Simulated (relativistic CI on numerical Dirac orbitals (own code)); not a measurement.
One change at a time: Gd¹²⁺

Base calculation: Dirac-Coulomb-Breit CI, KLI orbitals optimised for each configuration, model QED, unscaled Slater integrals.

Configurations in the expansion (outside the closed core [Kr] 4d10): 4f⁴5s², 4f⁶, 4f⁵5s, 4f³5s²5p, 4f⁴5s5p, 4f⁵5p, 4f³5s5p², 4f²5s²5p5d, 4f³5s²5d, 4f²5s²5p6s, 4f⁵6s, 4f³5s²6s, 4f³5s²6d, 4f³5s²7s, 4f³5s6s², 4f²5s²5p², 4f5s²5p³, 4f²5s5p³, 4f5s²5p²5d, 4f5s²5p²6s, 4f5s²5p²6d, 4f²5s²6s², 4f5s²5p6s², 4f²5s5p6s², 4f5s²5d6s², 4f5s²6s²6d. Double excitations out of closed p, d and f shells are left out; levels of such configurations are missing from the list, as are those of other unlisted configurations, and high levels can miss mixing partners.

Variants: (1) configuration mixing switched off; (2) only the first 3 configurations. Shifts of the energy above 4f⁴5s² ⁵I4, in cm⁻¹, for the lowest level and the first level of each name with at least 55 % of one term (blank where a level changes its place among those of its configuration and J or its character, or is not in the variant):

```
     Level     Base   Δ(1)   Δ(2)
4f⁴5s² ⁵I4      0.0    0.0    0.0
4f⁴5s² ⁵I5   2831.7   -8.7   -8.4
4f⁴5s² ⁵I6   5867.3  -14.3  -14.0
4f⁴5s² ⁵I7   9008.3  -16.8  -16.6
4f⁴5s² ⁵I8  12190.2  -16.4  -16.5
4f⁴5s² ⁵F1  23285.2  +67.2  +49.0
4f⁴5s² ⁵F2  24036.8  +82.0  +61.9
4f⁴5s² ⁵F3  25678.6  +81.1  +59.4
4f⁴5s² ⁵S2  27113.4  +10.0   -9.1
4f⁴5s² ⁵F4  27274.4  +94.1  +72.9
4f⁴5s² ³K6  28450.1  +18.3  +31.0
4f⁴5s² ⁵F5  29871.0  +74.7  +55.6
4f⁴5s² ³K7  30751.4   +5.8  +13.9
4f⁴5s² ³K8  33497.7   +2.0   +7.4
```

At this charge energies of transitions that change n are usually good to better than 1 %, and those within a shell (Δn = 0) to a few per cent. Terms inside the open d or f shell come out 10 to 20 % too wide with unscaled integrals. Levels and lines within the n = 5 or 6 shells can be off by up to 10 % or somewhat more, and those that change n by about 2 %, since core polarisation is missing.

Ionisation energy from the two ground configurations alone: base 247.179 eV. The NIST ASD value (theoretical) is 246 eV.

LS names give the leading component of a level, which can be under half, so a name can repeat, a term be missing and a line seem to break the LS rules.
